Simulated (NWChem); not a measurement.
# GaI₃; SMILES [I][Ga]([I])[I]

```xyz
4

Ga     0.0000     0.0000     0.0000
I     -1.6732    -1.8515     0.0000
I     -0.7669     2.3748     0.0000
I      2.4401    -0.5233     0.0000
```
Atoms are numbered in this order, from 1.

All runs: NWChem. Pople sets run with spherical d functions. Structure relaxed at the PBE-D3(BJ)/def2-SVP (def2 core potentials past Kr) level. Not confirmed as a minimum by frequencies.

Problem. Predict the results for TPSS/6-311G**, non-relativistic. Quantities: highest occupied level (eV); orbital gap (eV).

Solution. The highest occupied level (eV) is -6.81 and the orbital gap (eV) comes out as 3.42.
